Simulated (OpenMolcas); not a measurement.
**Levels of Sn+ by method**

- Program: OpenMolcas
- Basis: ANO-R3 [8s7p5d3f2g1h]
- Scalar Hamiltonian: X2C, finite nucleus
- Active space: 1 electron in 9 orbitals (RAS2 5p; RAS3 5d 6s, at most 1 electron)
- State averaging: 2S+1 = 2 odd, 3 roots; 2S+1 = 2 even, 6 roots
- Spin-orbit coupling: RASSI with atomic mean-field integrals over the reference wave functions, term energies averaged over their components

Methods on the same reference wave functions:
A. RASSCF
B. SS-RASPT2, IPEA 0.25 Eh, imaginary shift 0.1 Eh (closed shells correlated: 4d 5s)

Energies in cm⁻¹ above 5s² 5p ²P°_1/2, the measured ground level; measured values from NIST Handbook of Basic Atomic Spectroscopic Data.

```
         Level      A      B  Measured
5s² 5p ²P°_1/2    0.0    0.0       0.0
5s² 5p ²P°_3/2   3768   3770      4251
 5s² 6s ²S_1/2  54988  56630     56886
 5s² 5d ²D_3/2  78714  75550     71406
 5s² 5d ²D_5/2  79278  76120     72048
```

Deviations, from unrounded energies. A percentage is the sum of absolute deviations over the sum of measured energies, with the sign that they share, or ± where signs differ.

| Against measurement | Levels | A | B |
| --- | --- | --- | --- |
| mean absolute deviation (cm-1) | 4 | 4200 | 2200 |
| fine structure of the ground term (%) | 1 | -11.4 | -11.4 |
| other configurations (%) | 3 | ±8.2 | ±4.2 |

B lies closest to measurement on these levels. The largest miss of B in the table is 5s² 5d ²D_3/2, by +4100 cm-1. The ranking rests on the paired levels alone, and a cruder setting can come out closer through cancelling errors.

The lowest spin-free term lies below A's lowest term by 0.524 hartree in B.

CASPT2 does not keep the components of a term degenerate, so their means are used; among the terms shown or strongly mixed into the levels shown the widest spread is 520 cm-1 (5s² 5d ²D, B). ANO sets are built for valence states and can reach diffuse excited orbitals poorly, and with the s shell closed the s pⁿ⁺¹ terms that mix with these levels are absent. With one active electron the reference holds no correlation, so core polarisation is missing (holds for A). With one active electron, CASPT2 adds the correlation within the correlated inactive shells and between them and that electron, and leaves the splitting within a term as the reference gives it (holds for B). Measured partners are found by configuration, term and J. A level has none where our copy of the source lacks it or the pairing is in doubt (some pairs that miss far off the trend of their configuration count as doubtful), and it then counts in no deviation. Levels of configurations outside the active space are missing.

° marks odd parity.
